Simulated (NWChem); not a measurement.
System: C2H5ClOSi; SMILES C[Si@H](Cl)C=O

```xyz
10

C      1.9047     0.3098    -0.3199
Si     0.2401    -0.0261     0.4418
Cl    -0.5198    -1.8676    -0.1475
C     -0.9919     1.3436    -0.1320
O     -0.6218     2.4925    -0.1269
H      1.8762     0.1470    -1.4076
H      2.1651     1.3638    -0.1328
H      2.6852    -0.3332     0.1123
H      0.2839    -0.0027     1.9324
H     -2.0375     1.0799    -0.4553
```
Atoms are numbered in this order, from 1.

Program: NWChem. All runs use the structure optimised with PBE0/def2-SVP.

Task: Predict the results for TPSSh/def2-TZVP. Quantities: highest occupied level (eV); orbital gap (eV); dipole (D).

Result: 
```yaml
highest occupied level (eV): -6.44
orbital gap (eV): 4.08
dipole (D): 1.08
```
